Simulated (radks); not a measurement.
Task: These are the eigenvalues of the occupied orbitals of an atom or ion with whole-number occupations (eV). Method: scalar-relativistic Kohn-Sham, LDA (Slater exchange, Perdew-Wang correlation), spin-polarised, spherical densities, point nucleus; computed with a radial shooting solver on a logarithmic mesh with Libxc functionals.

| orbital | eigenvalue |
|---|---|
| 1s up | -5374.635 |
| 1s down | -5374.570 |
| 2s up | -625.5914 |
| 2s down | -624.6775 |
| 2p up | -527.1871 |
| 2p down | -526.4636 |
| 3s up | -93.7689 |
| 3s down | -91.5315 |
| 3p up | -67.6316 |
| 3p down | -65.4132 |
| 3d up | -27.8723 |
| 4s up | -20.8442 |

Which element is it, and in what charge state? The configuration may be excited. Open shells, if any, are filled with parallel spins first.

Result: Z = 23, vanadium, charge +2: V2+ in [Ar] 3d2 4s1. The list shows which subshells hold electrons but not how many an open one holds; the 1s level, -197.51 hartree, gives Z - s = 19.9 by -(Z - s)^2/2, which with screening and relativity narrows Z to a few neighbours, and the depths of the outer levels then fix element, charge and occupations together.
